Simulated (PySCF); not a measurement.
PBE on Sb (antimony, neutral)

Configuration: [Kr] 4d10 5s2 5p2 6s1, high-spin 4P determinant (an excited configuration). Calculation: PySCF 2.14, in aug-cc-pwCVTZ-DK3; the spin-free X2C one-electron Hamiltonian (Gaussian nucleus).

| Property | Result |
| --- | --- |
| Total energy | -6479.91 hartree |
| One-electron energy | -8892.15 hartree |
| Hartree (Coulomb) energy | 2583.81 hartree |
| Exchange-correlation energy | -171.57 hartree |
| ⟨S²⟩ | 3.7517 |
| ⟨L²⟩ | 2.127 |
| Sum of ⟨r⟩ | 39.31 bohr |
| Sum of ⟨r²⟩ | 87.16 bohr² |
| Traceless quadrupole moment −½Σ⟨3z² − r²⟩ along its main axis | -1.47 e·bohr² |
| Langevin diamagnetic susceptibility | -69.0 ×10⁻⁶ cm³/mol |

```tsv
shell	electrons	mean orbital energy (hartree)	spread (hartree)	rms radius, mean of both spins (bohr)
1s α	1	-1111.64926	0	0.0326
1s β	1	-1111.64738	0	0.0326
2s α	1	-169.33357	0	0.133
2s β	1	-169.33286	0	0.133
2p α	3	-152.15926	0.00208	0.118
2p β	3	-152.15783	0.00321	0.118
3s α	1	-33.31194	0	0.353
3s β	1	-33.31032	0	0.353
3p α	3	-27.69759	0.00555	0.354
3p β	3	-27.69576	0.00704	0.354
3d α	5	-19.07849	0.00500	0.333
3d β	5	-19.07679	0.00639	0.333
4s α	1	-5.59434	0	0.841
4s β	1	-5.59053	0	0.841
4p α	3	-3.87300	0.01310	0.911
4p β	3	-3.86885	0.01675	0.911
4d α	5	-1.36549	0.01384	1.12
4d β	5	-1.35697	0.02026	1.12
5s α	1	-0.60217	0	2.31
5s β	1	-0.55052	0	2.31
5p α	2	-0.29189	0	2.92
6s α	1	-0.06592	0	6.19
```

The outer electron is Rydberg-like, and this basis confines it to a smaller radius and binds it less than a complete one would.

Densities and radii are taken from the X2C orbitals without a picture-change correction, which distorts them close to the nucleus.
